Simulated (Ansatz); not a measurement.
`C=[C](N)[GaH][F]` + H₂ → `C=[C](N)[GaH2]` + H–F at 298.15 K and 1 bar (hydrogenolysis of a Ga–F bond).

Program: Ansatz. Geometries: PBE0-D4/def2-TZVP. ΔE: electronic, gas phase. CCSD(T)/CBS adds triple-zeta CCSD(T) − MP2 to the extrapolated MP2 energy (def2 sets, frozen cores). This one scheme is used for every species. For Ga outer-core shells are correlated without core-valence functions, which leaves a few kJ/mol of doubt a bond. Scalar relativity is left out up to krypton. One conformer a species, not always the lowest.

| species | CCSD(T)/CBS energy (Eh) | H − E (kJ/mol) | S (J/(mol·K)) |
| --- | --- | --- | --- |
| `C=[C](N)[GaH][F]` | -2157.56648 | 199.1 | 350.1 |
| H₂ | -1.17544 | 35.1 | 130.4 |
| `C=[C](N)[GaH2]` | -2058.31399 | 208.2 | 325.9 |
| H–F | -100.39570 | 33.5 | 173.6 |

H − E and S are ideal-gas, rigid-rotor, harmonic terms from PBE0-D4/def2-TZVP, for one conformer and one mirror image of each species. For small species the MP2-based limit differs from directly extrapolated CCSD(T) by up to some mEh (0.8 for H₂); such offsets cancel only in part. 1 Eh = 2625.50 kJ/mol, R = 8.31446 J/(mol·K).

By hand: ΔE, ΔH, ΔS and ΔG.

ΔE = (-2058.31399) + (-100.39570) − (-2157.56648) − (-1.17544) = 0.03223 Eh = 84.6 kJ/mol. Δ(H − E) = 208.2 + 33.5 − 199.1 − 35.1 = 7.5, so ΔH = 92.1 kJ/mol. ΔS = 325.9 + 173.6 − 350.1 − 130.4 = 19.0 J/(mol·K). ΔG = 92.1 − 298.15 × (19.0)/1000 = 86.4 kJ/mol.

By hand: the equilibrium constant, and the temperature at which ΔG would vanish if ΔH and ΔS stayed fixed.

log₁₀ K = −ΔG/(RT ln 10) = -15.1. ΔG = 0 at ΔH/ΔS = 4847 K, far beyond where these terms or the molecules hold.

ΔH outweighs TΔS. A doubt of 5 kJ/mol in ΔE shifts log₁₀ K by 0.9 here. Other conformers and mirror images would add mixing entropy, several J/(mol·K) or more a flexible species. These are equilibria of isolated gas molecules and say nothing of rates. Largest T1 diagnostic: 0.014 (customary marks: 0.02 for closed shells, 0.045 for open ones).
